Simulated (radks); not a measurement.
Results of a calculation; reference values are marked as such.
Charge is removed step by step from the 2s1/2 level of Ni, starting from [Ar] 3d8 4s2. Level of theory: Dirac Kohn-Sham, PBE, spin-unpolarised, spherical densities, finite nucleus; open shells fill j = l - 1/2 first; Fermi nuclear charge, rms radius 3.7757 fm (a radial shooting solver on a logarithmic mesh with Libxc functionals).

removed (e) = 0: E - E(0) (eV) 0.000; eigenvalue (eV) -981.45; E minus straight line (eV) 0.000
removed (e) = 0.25: E - E(0) (eV) 246.83; eigenvalue (eV) -993.26; E minus straight line (eV) -4.571
removed (e) = 0.5: E - E(0) (eV) 496.66; eigenvalue (eV) -1005.4; E minus straight line (eV) -6.148
removed (e) = 0.75: E - E(0) (eV) 749.56; eigenvalue (eV) -1017.9; E minus straight line (eV) -4.649
removed (e) = 1: E - E(0) (eV) 1005.6; eigenvalue (eV) -1030.6; E minus straight line (eV) 0.000

Removing the whole electron costs 1005.6 eV by Delta-SCF, against 981.45 eV from minus the eigenvalue at the starting occupation. Slater's transition state (half an electron removed) gives 1005.4 eV. Integrating minus the eigenvalue over the occupation (Janak's theorem) gives 1005.6 eV. The mean slope of the eigenvalue, de/dn, is 49.2 eV per electron.
